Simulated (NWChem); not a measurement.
System: disulfane (H2S2); SMILES SS

The following NWChem deck was run.

```
start job
memory heap 200 mb stack 900 mb global 1100 mb
geometry units angstroms
  S     -0.895872     0.003737     0.493357
  S      0.895464     0.050361    -0.491537
  H     -1.530770    -0.862689    -0.307955
  H      1.543740    -0.858286     0.250075
end
basis spherical
  * library def2-svp
end
dft
  xc hfexch
  iterations 150
end
task dft hessian
driver
  maxiter 150
  inhess 2
end
task dft optimize
```

Parts of the log:

```
             Northwest Computational Chemistry Package (NWChem) 7.3.0
             --------------------------------------------------------

 C2  symmetry detected

                             Geometry "geometry" -> ""
                             -------------------------

 Output coordinates in angstroms (scale by  1.889725989 to convert to a.u.)

  No.       Tag          Charge          X              Y              Z
 ---- ---------------- ---------- -------------- -------------- --------------
    1 S                   16.0000     0.03622243    -1.02174194     0.05223903
    2 S                   16.0000    -0.03622243     1.02174194     0.05223903
    3 H                    1.0000    -0.94188824    -1.24653668    -0.83582448
    4 H                    1.0000     0.94188824     1.24653668    -0.83582448

 Effective nuclear repulsion energy (a.u.)      85.5729756186

      Symmetry information
      --------------------

 Group name             C2
 Group number              4
 Group order               2
 No. of unique centers     2

                                Z-matrix (autoz)
                                --------

 Units are Angstrom for bonds and degrees for angles

      Type          Name      I     J     K     L     M      Value
      ----------- --------  ----- ----- ----- ----- ----- ----------
    1 Stretch                  1     2                       2.04477
    2 Stretch                  1     3                       1.34011
    3 Stretch                  2     4                       1.34011
    4 Bend                     1     2     4                98.15083
    5 Bend                     2     1     3                98.15083
    6 Torsion                  3     1     2     4         -95.95182

  xc_inp: hfexch multiplicative factor not found.

                              NWChem Analytic Hessian
                              -----------------------

 Summary of "ao basis" -> "ao basis" (spherical)
 ------------------------------------------------------------------------------
       Tag                 Description            Shells   Functions and Types
 ---------------- ------------------------------  ------  ---------------------
 S                          def2-svp                 8       18   4s3p1d
 H                          def2-svp                 3        5   2s1p

  ncent_ecp
  NO ECPs here                  566
  HESS GRID fine

                                 NWChem DFT Module
                                 -----------------

[...]

      ----------------------
      Optimization converged
      ----------------------

  Step       Energy      Delta E   Gmax     Grms     Xrms     Xmax
  ---- ---------------- -------- -------- -------- -------- --------
@    3    -795.96595784 -4.1D-08  0.00000  0.00000  0.00025  0.00031
                                     ok       ok       ok       ok

                                Z-matrix (autoz)
                                --------

 Units are Angstrom for bonds and degrees for angles

      Type          Name      I     J     K     L     M      Value     Gradient
      ----------- --------  ----- ----- ----- ----- ----- ---------- ----------
    1 Stretch                  1     2                       2.07932    0.00000
    2 Stretch                  1     3                       1.33608   -0.00000
    3 Stretch                  2     4                       1.33608   -0.00000
    4 Bend                     1     2     4                98.38124    0.00000
    5 Bend                     2     1     3                98.38124    0.00000
    6 Torsion                  3     1     2     4         -90.48002    0.00000

                         Geometry "geometry" -> "geometry"
                         ---------------------------------

 Output coordinates in angstroms (scale by  1.889725989 to convert to a.u.)

  No.       Tag          Charge          X              Y              Z
 ---- ---------------- ---------- -------------- -------------- --------------
    1 S                   16.0000     0.01339956    -1.03957557     0.07357651
    2 S                   16.0000    -0.01339956     1.03957557     0.07357651
    3 H                    1.0000    -0.92258152    -1.24640200    -0.85716196
    4 H                    1.0000     0.92258152     1.24640200    -0.85716196

 Effective nuclear repulsion energy (a.u.)      84.4333265634

      Symmetry information
      --------------------

 Group name             C2
 Group number              4
 Group order               2
 No. of unique centers     2

                Final and change from initial internal coordinates
                --------------------------------------------------

                                Z-matrix (autoz)
                                --------

 Units are Angstrom for bonds and degrees for angles

      Type          Name      I     J     K     L     M      Value       Change
      ----------- --------  ----- ----- ----- ----- ----- ---------- ----------
    1 Stretch                  1     2                       2.07932    0.03456
    2 Stretch                  1     3                       1.33608   -0.00403
    3 Stretch                  2     4                       1.33608   -0.00403
    4 Bend                     1     2     4                98.38124    0.23042
    5 Bend                     2     1     3                98.38124    0.23042
    6 Torsion                  3     1     2     4         -90.48002    5.47180

[...]
```

Level: Hartree-Fock/def2-SVP.
